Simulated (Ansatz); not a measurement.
Basis-set extrapolation for CH$_{9}$NO$_{2}$Si$_{2}$, SMILES `C[SiH](O)N[SiH2]O` (PBE0-D4/def2-TZVP geometry, frozen core, Ansatz 0.2.0). Multiplicity 1, RHF reference.

|  | def2-TZVPP | def2-QZVPP |
| --- | --- | --- |
| HF | -825.469677 | -825.500750 |
| MP2 correlation | -1.116862 | -1.202083 |
| CCSD(T) correlation | -1.207270 | not run |

Energies in hartree. Use E(X) = E(∞) + A·exp(−7.88·√X) for Hartree–Fock and E(X) = E(∞) + B·X^(−2.97) for correlation, with X = 3 and 4, and add CCSD(T) minus MP2 of the smaller set to the MP2 limit.

Q: What is the CCSD(T) energy at the basis-set limit?

A: HF limit: -825.500750 + (-0.031073) × 0.13774 = -825.50503. MP2 limit: -1.202083 + (-0.085221) × 0.74074 = -1.26521. Higher-order term: -1.207270 − (-1.116862) = -0.09041. Total: -826.86065 hartree, 115.3 kcal/mol below CCSD(T)/def2-TZVPP.
